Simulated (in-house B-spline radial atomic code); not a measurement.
Computed with a B-spline radial atomic code. Model: two electrons, singlet ground state, non-relativistic, full CI in B-splines with partial waves to l = 8 (at full coupling up to 3e-4 hartree above the limit, correlation up to 0.6 % small), density held at that of full coupling by Lieb maximisation.

W(λ) is the mean repulsion in the state of coupling λ less the Hartree energy of the fixed density. Its start is exact exchange, its initial slope is twice the second-order Görling-Levy correlation energy, and its area from 0 to 1 is E_xc. A straight curve means weak, dynamic correlation, and a curve that drops fast and flattens means strong correlation.

Command:
```bash
python run_ac.py task.json out
```
Settings (lengths in bohr, energies in hartree):
```
potential              yukawa
strength               2.1
lmax                   8
second                 0.397
```

Cost of the run: 33 s on 1 thread of Intel(R) Xeon(R) Processor @ 2.30GHz (shared host).

**W = mean repulsion less Hartree energy, and W of three functionals.**

Given: confinement screened point charge; nuclear charge 2.1; screening of the nucleus 0.397 1/bohr; external potential -Z exp(-k r)/r.

Computed: PBE exchange minus exact 7.5564 millihartree; SCAN exchange minus exact -7.5046 millihartree.

```json
{"coupling": "0", "W xc (hartree)": "-1.0332", "W xc minus exchange (millihartree)": "0", "kinetic minus Kohn-Sham (millihartree)": "0", "LDA (PW92) W minus its exchange (millihartree)": "0", "PBE W minus its exchange (millihartree)": "0", "SCAN W minus its exchange (millihartree)": "0"}
{"coupling": "0.02", "W xc (hartree)": "-1.0351", "W xc minus exchange (millihartree)": "-1.958", "kinetic minus Kohn-Sham (millihartree)": "0.02", "LDA (PW92) W minus its exchange (millihartree)": "-11.85", "PBE W minus its exchange (millihartree)": "-1.71", "SCAN W minus its exchange (millihartree)": "-1.81"}
{"coupling": "0.05", "W xc (hartree)": "?", "W xc minus exchange (millihartree)": "?", "kinetic minus Kohn-Sham (millihartree)": "?", "LDA (PW92) W minus its exchange (millihartree)": "?", "PBE W minus its exchange (millihartree)": "?", "SCAN W minus its exchange (millihartree)": "?"}
{"coupling": "0.12", "W xc (hartree)": "-1.0447", "W xc minus exchange (millihartree)": "-11.49", "kinetic minus Kohn-Sham (millihartree)": "0.68", "LDA (PW92) W minus its exchange (millihartree)": "-46.27", "PBE W minus its exchange (millihartree)": "-10.43", "SCAN W minus its exchange (millihartree)": "-10.43"}
{"coupling": "0.25", "W xc (hartree)": "-1.0564", "W xc minus exchange (millihartree)": "-23.267", "kinetic minus Kohn-Sham (millihartree)": "2.85", "LDA (PW92) W minus its exchange (millihartree)": "-76.99", "PBE W minus its exchange (millihartree)": "-21.61", "SCAN W minus its exchange (millihartree)": "-20.86"}
{"coupling": "0.4", "W xc (hartree)": "-1.0692", "W xc minus exchange (millihartree)": "-36.059", "kinetic minus Kohn-Sham (millihartree)": "7", "LDA (PW92) W minus its exchange (millihartree)": "-104.66", "PBE W minus its exchange (millihartree)": "-34.05", "SCAN W minus its exchange (millihartree)": "-32.04"}
{"coupling": "0.6", "W xc (hartree)": "?", "W xc minus exchange (millihartree)": "?", "kinetic minus Kohn-Sham (millihartree)": "?", "LDA (PW92) W minus its exchange (millihartree)": "?", "PBE W minus its exchange (millihartree)": "?", "SCAN W minus its exchange (millihartree)": "?"}
{"coupling": "0.8", "W xc (hartree)": "-1.0997", "W xc minus exchange (millihartree)": "-66.516", "kinetic minus Kohn-Sham (millihartree)": "25.11", "LDA (PW92) W minus its exchange (millihartree)": "-159.39", "PBE W minus its exchange (millihartree)": "-64.32", "SCAN W minus its exchange (millihartree)": "-58.44"}
{"coupling": "1", "W xc (hartree)": "-1.1132", "W xc minus exchange (millihartree)": "-80.018", "kinetic minus Kohn-Sham (millihartree)": "37.24", "LDA (PW92) W minus its exchange (millihartree)": "-180.82", "PBE W minus its exchange (millihartree)": "-77.96", "SCAN W minus its exchange (millihartree)": "-70.14"}
{"coupling": "1.4", "W xc (hartree)": "-1.1373", "W xc minus exchange (millihartree)": "-104.14", "kinetic minus Kohn-Sham (millihartree)": "66.08", "LDA (PW92) W minus its exchange (millihartree)": "-216.61", "PBE W minus its exchange (millihartree)": "-102.62", "SCAN W minus its exchange (millihartree)": "-91.16"}
{"coupling": "2", "W xc (hartree)": "-1.1676", "W xc minus exchange (millihartree)": "-134.46", "kinetic minus Kohn-Sham (millihartree)": "117.31", "LDA (PW92) W minus its exchange (millihartree)": "-258.73", "PBE W minus its exchange (millihartree)": "-134.22", "SCAN W minus its exchange (millihartree)": "-117.99"}
{"coupling": "3", "W xc (hartree)": "-1.2067", "W xc minus exchange (millihartree)": "-173.57", "kinetic minus Kohn-Sham (millihartree)": "214.07", "LDA (PW92) W minus its exchange (millihartree)": "-310.8", "PBE W minus its exchange (millihartree)": "-176.34", "SCAN W minus its exchange (millihartree)": "-153.68"}
{"coupling": "4.5", "W xc (hartree)": "-1.2481", "W xc minus exchange (millihartree)": "-214.97", "kinetic minus Kohn-Sham (millihartree)": "367.31", "LDA (PW92) W minus its exchange (millihartree)": "-365.54", "PBE W minus its exchange (millihartree)": "-223.38", "SCAN W minus its exchange (millihartree)": "-193.31"}
{"coupling": "7", "W xc (hartree)": "-1.2921", "W xc minus exchange (millihartree)": "-258.89", "kinetic minus Kohn-Sham (millihartree)": "615.17", "LDA (PW92) W minus its exchange (millihartree)": "-425.67", "PBE W minus its exchange (millihartree)": "-277.37", "SCAN W minus its exchange (millihartree)": "-237.78"}
{"coupling": "10", "W xc (hartree)": "-1.3244", "W xc minus exchange (millihartree)": "-291.23", "kinetic minus Kohn-Sham (millihartree)": "886.37", "LDA (PW92) W minus its exchange (millihartree)": "-472.82", "PBE W minus its exchange (millihartree)": "-320.89", "SCAN W minus its exchange (millihartree)": "-271.88"}
```

What belongs in the row 0.05?

W xc (hartree): -1.038; W xc minus exchange (millihartree): -4.863; kinetic minus Kohn-Sham (millihartree): 0.12; LDA (PW92) W minus its exchange (millihartree): -24.22; PBE W minus its exchange (millihartree): -4.32; SCAN W minus its exchange (millihartree): -4.46.

What belongs in the row 0.6?

W xc (hartree): -1.0851; W xc minus exchange (millihartree): -51.908; kinetic minus Kohn-Sham (millihartree): 14.9; LDA (PW92) W minus its exchange (millihartree): -134.53; PBE W minus its exchange (millihartree): -49.71; SCAN W minus its exchange (millihartree): -45.8.

What is the LDA exchange minus exact?

140.4 millihartree.

**Energy parts, natural occupations and partial-wave weights.**

Computed: total energy -1.8393 hartree; correlation energy -0.042773 hartree; initial slope twice GL2 -0.098361 hartree; kinetic part over minus potential part 0.46546; Hartree energy 2.0663 hartree; Kohn-Sham kinetic 2.984 hartree; Lieb Oxford ratio E_xc over LDA exchange 1.2052.

```
natural  occupation of the shell (electrons)
      s                               1.9834
      s                            0.0086011
      p                                    ?
      d                           0.00030477
      p                           0.00024591
      s                           0.00014491
```

What belongs in the row p?

occupation of the shell (electrons): 0.0071633.

```tsv
wave	weight
s	0.99608
p	0.0037166
d	?
f	2.3433e-05
g	5.3592e-06
```

What belongs in the row d?

weight: 0.00017122.

What is the kinetic part of the DFT correlation energy?

0.037245 hartree.

What is the exchange energy?

-1.0332 hartree.

Half-way to full coupling W has made 55 % of its drop, against 50 % for a straight line, and second-order (GL2) theory, half the initial slope, overshoots the correlation energy by about 15 %: a moderate bend, as in light atoms. Over couplings 0 to 1 the errors in E_xc come to about +71 millihartree for LDA, +9.4 millihartree for PBE, -2.5 millihartree for SCAN, so SCAN is nearest. In LDA and SCAN the errors of exchange and correlation have opposite signs, so the sum is smaller than the larger of the two.
